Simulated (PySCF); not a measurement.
**PySCF run on RbS⁺**

Input:

```python
from pyscf import gto, scf, mp

mol = gto.M(
    atom='Rb 0 0 0; S 0 0 3.071',
    basis='def2-svpd',
    ecp={'Rb': 'def2-svpd'},
    charge=1,
    spin=2,
    verbose=3,
)
mf = scf.UHF(mol)
mf.kernel()
mp.MP2(mf).kernel()
mf.dip_moment()
print('orbital energies (hartree):', [e[max(0, n-3):n+3].round(4) for e, n in zip(mf.mo_energy, mol.nelec)])
```

```bash
$ OMP_NUM_THREADS=1 python input.py
```

It prints (some set-up lines and the per-cycle HOMO/LUMO lines with their warnings removed):

```
converged SCF energy = -421.034693328673  <S^2> = 2.0094857  2S+1 = 3.0063171
E(UMP2) = -421.182276183376  E_corr = -0.147582854702263
E(SCS-UMP2) = -421.177944912875  E_corr = -0.143251584201662

WARN: System has nonzero charge 1; the dipole moment is origin-dependent.
Location of origin: [0. 0. 0.]

Dipole moment(X, Y, Z, Debye): -0.00000, -0.00000,  1.27073
orbital energies (hartree): [array([-0.6538, -0.6538, -0.5935, -0.1247, -0.084 , -0.084 ]), array([-0.9892, -0.9365, -0.5524, -0.1648, -0.1648, -0.1235])]
```

In short: E(SCF) = -421.034693 Eh, E(MP2) − E(SCF) = -0.14758 Eh, ⟨S²⟩ = 2.009.

Hardware: Arm Neoverse V2, 1 thread, shared host. Wall time 1 s, peak memory 0.13 GiB.

The bond length is a typed value, not an optimised one. The dipole of an ion depends on the origin. No search for the lowest solution was made.
